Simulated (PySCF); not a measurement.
AlF$_{4}$, charge -1, singlet, geometry from GFN2-xTB (such geometries of metal compounds can be far from the true shape); DF-SVWN5/6-311++G** (PySCF).

Input for PySCF:
```python
from pyscf import gto, scf, dft
import numpy

mol = gto.Mole()
mol.atom = '''
    Al   -0.000000    0.000000   -0.000000
    F     1.586799   -0.299633   -0.476104
    F     0.000013    0.796178    1.483404
    F    -0.759757    0.962559   -1.153531
    F    -0.827055   -1.459103    0.146232
'''
mol.basis = 'unc-6-311++g**'
mol.charge = -1
mol.spin = 0
mol.verbose = 4
mol.build()
print('smallest overlap eigenvalue', numpy.linalg.eigvalsh(mol.intor('int1e_ovlp'))[0])

mf = dft.RKS(mol)
mf.xc = 'lda,vwn'
mf = mf.density_fit(auxbasis='def2-universal-jkfit')
mf.kernel()
```

Output, abridged:

```
PySCF version 2.14.0

[INPUT] verbose = 4
[INPUT] num. atoms = 5
[INPUT] num. electrons = 50
[INPUT] charge = -1
[INPUT] spin (= nelec alpha-beta = 2S) = 0
[INPUT] symmetry False subgroup None
[INPUT] Mole.unit = angstrom
[INPUT] Symbol           X                Y                Z      unit          X                Y                Z       unit  Magmom
[INPUT]  1 Al     0.000000000000   0.000000000000   0.000000000000 AA    0.000000000000   0.000000000000   0.000000000000 Bohr   0.0
[INPUT]  2 F      1.586799000000  -0.299633000000  -0.476104000000 AA    2.998615524734  -0.566224307882  -0.899706166810 Bohr   0.0
[INPUT]  3 F      0.000013000000   0.796178000000   1.483404000000 AA    0.000024566440   1.504558366404   2.803227292084 Bohr   0.0
[INPUT]  4 F     -0.759757000000   0.962559000000  -1.153531000000 AA   -1.435732651221   1.818972888735  -2.179857666196 Bohr   0.0
[INPUT]  5 F     -0.827055000000  -1.459103000000   0.146232000000 AA   -1.562907439952  -2.757305057531   0.276338430647 Bohr   0.0

nuclear repulsion = 240.647284883188
number of shells = 100
number of NR pGTOs = 188
number of NR cGTOs = 188
basis = unc-6-311++g**
ecp = {}
smallest overlap eigenvalue 0.00033020310726565897

******** <class 'pyscf.df.df_jk.DFRKS'> ********
method = DFRKS
initial guess = minao
damping factor = 0
level_shift factor = 0
DIIS = <class 'pyscf.scf.diis.CDIIS'>
diis_start_cycle = 1
diis_space = 8
diis_damp = 0
SCF conv_tol = 1e-09
SCF conv_tol_grad = None
SCF max_cycles = 50
direct_scf = False
XC library pyscf.dft.libxc version 7.1.2
    S. Lehtola, C. Steigemann, M. J. T. Oliveira, and M. A. L. Marques,  SoftwareX 7, 1–5 (2018)
XC functionals = lda,vwn
    P. A. M. Dirac,  Math. Proc. Cambridge Philos. Soc. 26, 376 (1930)
    F. Bloch,  Z. Phys. 57, 545 (1929)
    S. H. Vosko, L. Wilk, and M. Nusair,  Can. J. Phys. 58, 1200 (1980)
radial grids:
    Treutler-Ahlrichs [JCP 102, 346 (1995); DOI:10.1063/1.469408] (M4) radial grids

becke partition: Becke, JCP 88, 2547 (1988); DOI:10.1063/1.454033
pruning grids: <function nwchem_prune>
grids dens level: 3
symmetrized grids: False
atomic radii adjust function: <function treutler_atomic_radii_adjust>
small_rho_cutoff = 0
Set gradient conv threshold to 3.16228e-05
Initial guess from minao.
tot grids = 76232
init E= -638.581434526109
  HOMO = -0.466808769979139  LUMO = -0.0710705722632383  gap/eV = 10.76858
cycle= 1 E= -638.578363717305  delta_E= 0.00307  |g|= 1.21  |ddm|= 2.38
  HOMO = 0.0265575236399508  LUMO = 0.151376505969106  gap/eV = 3.39650
cycle= 2 E= -637.754351122199  delta_E= 0.824  |g|= 2.69  |ddm|= 1.81
  HOMO = -0.137630229354325  LUMO = 0.131478771138745  gap/eV = 7.32283
cycle= 3 E= -638.800739194352  delta_E= -1.05  |g|= 0.0441  |ddm|= 1.29
  HOMO = -0.13477065673957  LUMO = 0.130546292055073  gap/eV = 7.21964
cycle= 4 E= -638.800801792291  delta_E= -6.26e-05  |g|= 0.0256  |ddm|= 0.0302
  HOMO = -0.135791713021692  LUMO = 0.130167060494538  gap/eV = 7.23711
cycle= 5 E= -638.800863361246  delta_E= -6.16e-05  |g|= 0.0056  |ddm|= 0.00633
  HOMO = -0.136293725468821  LUMO = 0.129997932456699  gap/eV = 7.24617
cycle= 6 E= -638.800868031889  delta_E= -4.67e-06  |g|= 0.00039  |ddm|= 0.00316
  HOMO = -0.136365619859499  LUMO = 0.12996487828135  gap/eV = 7.24722
cycle= 7 E= -638.80086805835  delta_E= -2.65e-08  |g|= 8.61e-05  |ddm|= 0.000573
  HOMO = -0.136364870417497  LUMO = 0.129963629357085  gap/eV = 7.24717
cycle= 8 E= -638.800868058181  delta_E= 1.7e-10  |g|= 9.32e-05  |ddm|= 7.61e-05
  HOMO = -0.136366830822717  LUMO = 0.129963689909908  gap/eV = 7.24722
cycle= 9 E= -638.800868059398  delta_E= -1.22e-09  |g|= 3.91e-06  |ddm|= 3.94e-05
  HOMO = -0.13636684403235  LUMO = 0.129963688696605  gap/eV = 7.24722
cycle= 10 E= -638.800868059402  delta_E= -3.18e-12  |g|= 2.57e-07  |ddm|= 3.25e-06
  HOMO = -0.136366934783789  LUMO = 0.129963661692982  gap/eV = 7.24722
Extra cycle  E= -638.8008680594  delta_E= 1.14e-12  |g|= 4.15e-07  |ddm|= 3.86e-07
converged SCF energy = -638.8008680594
```
